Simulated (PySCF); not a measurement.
# PtOI₂, triplet: molecular constants

Computed with UPBE/[Pt def2-SVP with ECP60, O def2-SVP, I def2-SVP with ECP28], scalar-relativistic core potentials, density fitting, no spin–orbit coupling, PySCF.

The structure is a minimum.

- Point group: Cs
- Bond lengths: Pt–I 2.559 Å, Pt–I 2.576 Å, Pt–O 1.793 Å
- Bond angles: I–Pt–I 106.6°, I–Pt–O 104.9°, I–Pt–O 148.5°
- Atomisation energy without zero-point energy: 909 kJ/mol
- Lowest empty level (β): -5.47 eV
- Dipole moment: 1.42 D
- Rotational constants: 0.04719, 0.01555, 0.01169 cm⁻¹
- Rotational symmetry number: 1
- Principal polarisabilities: 55.7, 102.5, 158.4 bohr³
- Heat capacity Cp at 298.15 K: 76.1 J/(mol K)
- Entropy at 298.15 K and 1 bar (electronic part: spin only): 394.1 J/(mol K)
- Enthalpy at 298.15 K above 0 K: 19.04 kJ/mol
- Principal quadrupole moments (Buckingham, traceless) about the centre of mass: -4.79, -2.72, 7.51 D Å
- Highest occupied level (α): -6.24 eV
- Spin squared ⟨S²⟩: 2.016
- Zero-point energy: 8.6 kJ/mol

Harmonic modes (masses in u: Pt 194.965, O 15.995, I 126.904):
```json
{"symmetry": "a'", "ω (cm⁻¹)": "40", "IR (km/mol)": "0.2", "μ (u)": "111.28"}
{"symmetry": "a''", "ω (cm⁻¹)": "113", "IR (km/mol)": "0.4", "μ (u)": "22.12"}
{"symmetry": "a'", "ω (cm⁻¹)": "124", "IR (km/mol)": "2.4", "μ (u)": "17.90"}
{"symmetry": "a'", "ω (cm⁻¹)": "189", "IR (km/mol)": "2.0", "μ (u)": "123.88"}
{"symmetry": "a'", "ω (cm⁻¹)": "203", "IR (km/mol)": "7.5", "μ (u)": "149.75"}
{"symmetry": "a'", "ω (cm⁻¹)": "773", "IR (km/mol)": "30.9", "μ (u)": "17.10"}
```

Charges (e):
```json
{"atom": "Pt1", "Mulliken": "0.25", "Löwdin": "-0.52", "polar tensor": "0.60", "spin (Mulliken)": "0.66", "Mayer order to Pt1": "–"}
{"atom": "O2", "Mulliken": "-0.21", "Löwdin": "-0.05", "polar tensor": "-0.32", "spin (Mulliken)": "0.93", "Mayer order to Pt1": "1.52"}
{"atom": "I3", "Mulliken": "-0.03", "Löwdin": "0.26", "polar tensor": "-0.19", "spin (Mulliken)": "0.31", "Mayer order to Pt1": "1.06"}
{"atom": "I4", "Mulliken": "0.00", "Löwdin": "0.31", "polar tensor": "-0.09", "spin (Mulliken)": "0.10", "Mayer order to Pt1": "1.05"}
```
Other Mayer orders above 0.3: O–I 0.36.

Mulliken populations on Pt1 (electrons outside its core potential): s 2.83, p 6.37, d 8.53, f 0.03.

Formally Pt is in oxidation state +4, d6, with 2 unpaired electrons (the high-spin count would be 4). The Mulliken spin on Pt is 0.66, so most of the spin sits on the ligands and the formal count fails. The polar-tensor charge on Pt, 0.60, is far below the formal one.

This need not be the most stable arrangement of these atoms. Other spin states or occupations of the open shell can lie lower. No spin–orbit coupling is included, which matters more the heavier the element.

The final relaxation and frequency run took about 10 core-minutes on a shared host.
